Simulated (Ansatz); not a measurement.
The same path of AlFH6O4Zr (13 atoms, charge 0, multiplicity 1) was run twice with different band settings.

These are results of Ansatz 0.2.0, RKS PBE/def2-SVP, not measurements.

Relaxed end points:

```xyz
13
Properties=species:S:1:pos:R:3
Zr -0.244 0.230 0.476
F -1.374 0.045 2.041
O 1.883 0.200 -0.049
H 2.273 -0.275 -0.800
O -1.070 1.518 -0.697
H -1.645 1.791 -1.426
O -0.479 -1.529 -0.291
H -0.585 -2.477 -0.451
O 1.014 1.385 1.866
Al 2.762 1.224 1.247
H 3.654 0.318 2.230
H 3.349 2.582 0.627
H 0.711 1.626 2.757
```

```xyz
13
Properties=species:S:1:pos:R:3
Zr -0.250 0.271 0.459
F -1.568 0.969 1.701
O 1.785 0.695 -0.238
H 2.070 0.718 -1.165
O -0.984 0.966 -1.190
H -1.409 1.518 -1.859
O -0.425 -1.650 0.445
H -0.767 -2.483 0.088
O 1.140 0.773 2.089
Al 2.784 1.120 1.285
H 3.896 0.009 1.602
H 3.148 2.684 1.345
H 0.831 1.049 2.968
```

Common settings: spring 5.0 eV/Å²; optimiser quadratic models (default); start path through a guess of the saddle point; force threshold 0.03 eV/Å; iteration limit 60; end points relaxed.

| run | movable images | climbing image |
| --- | --- | --- |
| 1 | 5 | yes |
| 2 | 1 | no |

What does each run give, and how far can it be trusted?

Run 1: converged after 32 iterations, highest image 0.009 eV above the first end. A vibrational analysis at the climbing image gives no mode beyond 40i cm⁻¹: the surface is too flat there to confirm a saddle point.
Run 2: converged after 33 iterations, highest image 0.010 eV above the first end. No image climbed, so the highest image needn't sit at the top of the path. So few images can step over the top or miss a turn of the path.
